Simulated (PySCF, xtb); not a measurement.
Be(Me)(Et) (C3H8Be), SMILES [CH3][Be][CH2]C.

GFN2-xTB in xtb at its own geometry gives an orbital gap of 4.90 eV and a dipole moment of 0.32 D.

Geometry: PBE-D3(BJ)/def2-SVP. The structure was generated by enumeration; whether it is a known compound was not checked. One conformer was computed; it need not be the lowest.

Q: What does PySCF with CAM-B3LYP/def2-TZVP give? (An estimate is asked for; the answer gives what the named calculation found.)

A: gap 9.59 eV (levels -8.99 and 0.60 eV), dipole 0.15 D.
